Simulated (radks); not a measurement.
The numbers below are computed, except where a source is named.
Problem. These are the eigenvalues of the occupied orbitals of an atom or ion with whole-number occupations (eV). Code: a radial shooting solver on a logarithmic mesh with Libxc functionals. Model: scalar-relativistic Kohn-Sham, Slater X-alpha with alpha = 0.727, spin-unpolarised, spherical densities, point nucleus.

1s: -29026.46
2s: -4394.502
2p: -3949.833
3s: -855.0301
3p: -709.4633
3d: -484.5798
4s: -141.9665
4p: -97.7738
4d: -33.8111
5s: -17.5695
5p: -9.9201

Which element is it, and in what charge state? The configuration may be excited.

Solution. Z = 50, tin, charge +1: Sn+ in [Kr] 4d10 5s2 5p1. The list shows which subshells hold electrons but not how many an open one holds; the 1s level, -1066.7 hartree, gives Z - s = 46.2 by -(Z - s)^2/2, which with screening and relativity narrows Z to a few neighbours, and the depths of the outer levels then fix element, charge and occupations together.
